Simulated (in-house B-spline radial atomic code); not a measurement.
Values are calculated unless marked as measured or tabulated.
# Extrapolating the RPA correlation energy in partial waves: Rb⁺

All-electron RPA on PBE orbitals from an all-electron radial atomic-structure program (B-spline basis), scalar-relativistic (spin-free one-electron X2C), finite nucleus, configuration [Ar] 3d10 4s2 4p6. With empty states up to angular momentum L the sums are:

```json
{"L": "4", "E_c(L) (hartree)": "-2.350832"}
{"L": "5", "E_c(L) (hartree)": "-2.497215"}
{"L": "6", "E_c(L) (hartree)": "-2.568226"}
{"L": "7", "E_c(L) (hartree)": "-2.605605"}
{"L": "8", "E_c(L) (hartree)": "-2.626182"}
```

For large l each further wave adds A/(l + 1/2)⁴, because the basis must build the cusp where two electrons meet.

Q: Estimate the limit from L = 7 and L = 8.

A: Wave 8 adds -0.020577, against a sum of (l + 1/2)⁻⁴ of 1.91569e-04, so A = -107.41. The sum over l > 8 is ζ(4, 9.5) = 4.5445e-04, close to 1/(3 × 9³) = 4.5725e-04. The tail is -0.048814 and the limit -2.67500 hartree.

Q: How good is the estimate?

A: A run to L = 11 sums to -2.65116 and extrapolates to -2.66818 hartree, 1.23 millihartree from the run before, so it has not settled and is itself too deep. The estimate differs from that by -6.82 millihartree, while the bare sum at L = 8 misses 42.0 millihartree (1.6 %).
